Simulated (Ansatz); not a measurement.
Mulliken charges of C₂H₅IOSi, SMILES `O/C([SiH3])=C\I` from B3LYP/def2-TZVPP in Ansatz (PBE0-D4/def2-TZVP geometry).

```
atom   x (Å)   y (Å)   z (Å)  charge (e)
  O1  -1.629  -0.184   0.379      -0.292
  C2  -0.360   0.118   0.044       0.044
 Si3   0.844  -1.322   0.167       0.306
  C4   0.069   1.317  -0.350      -0.158
  I5  -1.228   2.941  -0.500      -0.030
  H6  -2.177   0.614   0.287       0.193
  H7   2.181  -0.820  -0.234      -0.064
  H8   0.410  -2.415  -0.739      -0.054
  H9   0.879  -1.827   1.562      -0.054
 H10   1.094   1.527  -0.612       0.109
```

**Question.** By hand: the dipole of these point charges (1 e Å = 4.8032 D).

**Answer.** Σ q r = (0.234, -0.075, -0.028) e Å, of length 0.247 e Å = 1.19 D.

**Question.** How does the dipole of the full density compare? (An estimate is asked.)

**Answer.** Computed: (0.108, 0.032, -0.030) e Å, 0.56 D; the point charges give 2.12 times that, at 35° from its direction.

Point charges leave out the atoms' own dipoles, such as those of lone pairs, and Mulliken's split depends on the basis, so the two needn't agree.

B3LYP here is the variant with VWN-RPA as its local correlation; programs differ in this.
